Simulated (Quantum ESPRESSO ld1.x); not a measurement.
ld1.x (Quantum ESPRESSO 7.5) input

```
 &input
    zed=76.0,
    iswitch=1,
    rel=2,
    dft='PZ',
    config='[Xe] 4f14 5d1',
    rel_dist='average',
    verbosity='high',
    lsmall=.true.,
    prefix='ld1',
    max_out_wfc=37,
    file_charge='ld1.rho',
 /
```

Output (excerpt):

```
     Program LD1 v.7.5 starts

     --------------------------- All-electron run ----------------------------

     dirac relativistic calculation

     atomic number is 76.00
     dft =PZ   lsd =0 sic =0 latt =0  beta=0.20 tr2=1.0E-14
     Exchange-correlation= PZ
                           (   1   1   0   0   0   0   0)
     mesh =2117 r(mesh) =  99.21276 a.u. xmin = -8.00 dx = 0.00800
     1 Ry =  13.60569312 eV, c = 137.03599908

     n l j   nl                  e(Ry)          e(Ha)          e(eV)
     Spin orbit split results
     1 0 0.5 1S 1( 2.00)   -5424.878825730   -2712.439412865 -73809.2365323
     2 0 0.5 2S 1( 2.00)    -950.286818493    -475.143409247 -12929.3108312
     2 1 0.5 2P 1( 2.00)    -910.323964639    -455.161982320 -12385.5885054
     2 1 1.5 2P 1( 4.00)    -797.887421631    -398.943710816 -10855.8114054
     3 0 0.5 3S 1( 2.00)    -226.677361884    -113.338680942  -3084.1026237
     3 1 0.5 3P 1( 2.00)    -208.785995028    -104.392997514  -2840.6781767
     3 1 1.5 3P 1( 4.00)    -184.267847877     -92.133923938  -2507.0917906
     4 0 0.5 4S 1( 2.00)     -53.507502994     -26.753751497   -728.0066655
     4 1 0.5 4P 1( 2.00)     -46.003552209     -23.001776105   -625.9102139
     4 1 1.5 4P 1( 4.00)     -40.224242203     -20.112121101   -547.2786955
     3 2 1.5 3D 1( 4.00)    -154.238629385     -77.119314693  -2098.5234591
     3 2 2.5 3D 1( 6.00)    -148.922866532     -74.461433266  -2026.1988210
     5 0 0.5 5S 1( 2.00)     -13.777096585      -6.888548292   -187.4469483
     5 1 0.5 5P 1( 2.00)     -11.369794909      -5.684897454   -154.6939404
     5 1 1.5 5P 1( 4.00)     -10.361260133      -5.180630067   -140.9721257
     4 2 1.5 4D 1( 4.00)     -27.895913987     -13.947956994   -379.5432451
     4 2 2.5 4D 1( 6.00)     -26.824622391     -13.412311195   -364.9675804
     4 3 2.5 4F 1( 6.00)     -11.179794462      -5.589897231   -152.1088526
     4 3 3.5 4F 1( 8.00)     -10.970989601      -5.485494801   -149.2679178
     5 2 1.5 5D 1( 0.40)      -6.924328093      -3.462164046    -94.2102831
     5 2 2.5 5D 1( 0.60)      -6.788764550      -3.394382275    -92.3658472
     Averaged results
     1 0     1S 1( 2.00)   -5424.878825730   -2712.439412865 -73809.2365323
     2 0     2S 1( 2.00)    -950.286818493    -475.143409247 -12929.3108312
     2 1     2P 1( 6.00)    -835.366269301    -417.683134650 -11365.7371054
     3 0     3S 1( 2.00)    -226.677361884    -113.338680942  -3084.1026237
     3 1     3P 1( 6.00)    -192.440563594     -96.220281797  -2618.2872527
     4 0     4S 1( 2.00)     -53.507502994     -26.753751497   -728.0066655
     4 1     4P 1( 6.00)     -42.150678872     -21.075339436   -573.4892017
     3 2     3D 1(10.00)    -151.049171673     -75.524585837  -2055.1286763
     5 0     5S 1( 2.00)     -13.777096585      -6.888548292   -187.4469483
     5 1     5P 1( 6.00)     -10.697438392      -5.348719196   -145.5460640
     4 2     4D 1(10.00)     -27.253139029     -13.626569515   -370.7978463
     4 3     4F 1(14.00)     -11.060477399      -5.530238699   -150.4854613
     5 2     5D 1( 1.00)      -6.842989967      -3.421494984    -93.1036215

     final scf error:  9.1E-15 reached in  31 iterations

     Etot =  -34521.115159 Ry,  -17260.557579 Ha, -469683.699110 eV

     Ekin =   39192.236145 Ry,   19596.118072 Ha,  533237.537791 eV
     Encl =  -86027.093671 Ry,  -43013.546836 Ha,-1170458.236753 eV
     Eh   =   12968.899121 Ry,    6484.449561 Ha,  176450.861589 eV
     Exc  =    -655.156754 Ry,    -327.578377 Ha,   -8913.861737 eV

     normalization and overlap integrals

     s(1S/1S) =  1.000000  <r> =   0.0177  <r2> =    0.0004  r(max) =   0.0110
     LC norm =  0.91744623 + SC norm =  0.08255377 =  1.00000000
     s(2S/2S) =  1.000000  <r> =   0.0743  <r2> =    0.0066  r(max) =   0.0636
     LC norm =  0.98121442 + SC norm =  0.01878558 =  1.00000000
     s(2P/2P) =  1.000000  <r> =   0.0613  <r2> =    0.0047  r(max) =   0.0477
     LC norm =  0.98112945 + SC norm =  0.01887055 =  1.00000000
     s(2P/2P) =  1.000000  <r> =   0.0695  <r2> =    0.0059  r(max) =   0.0542
     LC norm =  0.98306868 + SC norm =  0.01693132 =  1.00000000
     s(3S/3S) =  1.000000  <r> =   0.1935  <r2> =    0.0430  r(max) =   0.1786
     LC norm =  0.99378230 + SC norm =  0.00621770 =  1.00000000
     s(3P/3P) =  1.000000  <r> =   0.1836  <r2> =    0.0393  r(max) =   0.1675
     LC norm =  0.99383271 + SC norm =  0.00616729 =  1.00000000
     s(3P/3P) =  1.000000  <r> =   0.1987  <r2> =    0.0458  r(max) =   0.1815
     LC norm =  0.99439411 + SC norm =  0.00560589 =  1.00000000
     s(4S/4S) =  1.000000  <r> =   0.4319  <r2> =    0.2108  r(max) =   0.4038
     LC norm =  0.99792247 + SC norm =  0.00207753 =  1.00000000
     s(4P/4P) =  1.000000  <r> =   0.4357  <r2> =    0.2163  r(max) =   0.4038
     LC norm =  0.99801315 + SC norm =  0.00198685 =  1.00000000
     s(4P/4P) =  1.000000  <r> =   0.4695  <r2> =    0.2508  r(max) =   0.4340
     LC norm =  0.99823226 + SC norm =  0.00176774 =  1.00000000
     s(3D/3D) =  1.000000  <r> =   0.1735  <r2> =    0.0353  r(max) =   0.1427
     LC norm =  0.99450311 + SC norm =  0.00549689 =  1.00000000
     s(3D/3D) =  1.000000  <r> =   0.1781  <r2> =    0.0371  r(max) =   0.1462
     LC norm =  0.99465696 + SC norm =  0.00534304 =  1.00000000
     s(5S/5S) =  1.000000  <r> =   0.9834  <r2> =    1.0813  r(max) =   0.9060
     LC norm =  0.99948343 + SC norm =  0.00051657 =  1.00000000
     s(5P/5P) =  1.000000  <r> =   1.0556  <r2> =    1.2510  r(max) =   0.9582
     LC norm =  0.99955214 + SC norm =  0.00044786 =  1.00000000
     s(5P/5P) =  1.000000  <r> =   1.1351  <r2> =    1.4446  r(max) =   1.0380
     LC norm =  0.99960546 + SC norm =  0.00039454 =  1.00000000
     s(4D/4D) =  1.000000  <r> =   0.4823  <r2> =    0.2695  r(max) =   0.4305
     LC norm =  0.99842710 + SC norm =  0.00157290 =  1.00000000
     s(4D/4D) =  1.000000  <r> =   0.4936  <r2> =    0.2821  r(max) =   0.4375
     LC norm =  0.99848455 + SC norm =  0.00151545 =  1.00000000
     s(4F/4F) =  1.000000  <r> =   0.5465  <r2> =    0.3654  r(max) =   0.4038
     LC norm =  0.99886641 + SC norm =  0.00113359 =  1.00000000
     s(4F/4F) =  1.000000  <r> =   0.5541  <r2> =    0.3756  r(max) =   0.4071
     LC norm =  0.99888973 + SC norm =  0.00111027 =  1.00000000
     s(5D/5D) =  1.000000  <r> =   1.3660  <r2> =    2.1074  r(max) =   1.2084
     LC norm =  0.99972773 + SC norm =  0.00027227 =  1.00000000
     s(5D/5D) =  1.000000  <r> =   1.3928  <r2> =    2.1895  r(max) =   1.2377
     LC norm =  0.99973663 + SC norm =  0.00026337 =  1.00000000

     LC charge = 68.54057390 + SC charge =  0.45942610 = 69.00000000

     ------------------------ End of All-electron run ------------------------
```

Run on one thread of a shared host, so times are rough (Intel(R) Xeon(R) Processor @ 2.60GHz): 0.67 s of CPU time, 1.4 s wall, 31 iterations on 2117 mesh points.
